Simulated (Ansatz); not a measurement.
`C[O][Nb]([NH2])(=[S])[Cl]` + H–F → `[NH2][Nb]([F])(=[S])[Cl]` + CH₃OH at 600 K and 1 bar (ligand exchange at the Nb–O bond).

Gas-phase electronic energies from Ansatz, PBE0-D4/def2-TZVP geometries. CBS: MP2 limit from def2 TZ/QZ plus the TZ coupled-cluster correction, frozen cores. This one scheme is used for every species. Elements past krypton have def2 core potentials. For Nb outer-core shells are correlated without core-valence functions, which leaves a few kJ/mol of doubt a bond. Each species was taken in one conformer, which may not be the lowest.

```tsv
species	CCSD(T)/CBS energy (Eh)	H − E (kJ/mol)	S (J/(mol·K))
`C[O][Nb]([NH2])(=[S])[Cl]`	-1085.60252	260.2	527.0
H–F	-100.39570	42.3	194.0
`[NH2][Nb]([F])(=[S])[Cl]`	-1070.38350	138.3	446.1
CH₃OH	-115.61712	163.6	277.3
```

H − E and S are ideal-gas, rigid-rotor, harmonic terms from PBE0-D4/def2-TZVP, for one conformer and one mirror image of each species. 1 Eh = 2625.50 kJ/mol, R = 8.31446 J/(mol·K).

Problem. By hand: ΔE, ΔH, ΔS and ΔG.

Solution. ΔE = (-1070.38350) + (-115.61712) − (-1085.60252) − (-100.39570) = -0.00240 Eh = -6.3 kJ/mol. Δ(H − E) = 138.3 + 163.6 − 260.2 − 42.3 = -0.6, so ΔH = -6.9 kJ/mol. ΔS = 446.1 + 277.3 − 527.0 − 194.0 = 2.4 J/(mol·K). ΔG = -6.9 − 600 × (2.4)/1000 = -8.3 kJ/mol.

Problem. By hand: the equilibrium constant, and the temperature at which ΔG would vanish if ΔH and ΔS stayed fixed.

Solution. log₁₀ K = −ΔG/(RT ln 10) = 0.7. ΔH and −TΔS have one sign here, so there is no such temperature.

The number of gas molecules stays the same, so ΔS is small and ΔH decides. A doubt of 5 kJ/mol in ΔE shifts log₁₀ K by 0.4 here. Other conformers and mirror images would add mixing entropy, several J/(mol·K) or more a flexible species. These are equilibria of isolated gas molecules and say nothing of rates. Largest T1 diagnostic: 0.023 (customary marks: 0.02 for closed shells, 0.045 for open ones).

ΔS is within the doubt of such terms, so its sign, and with it that verdict, could turn.
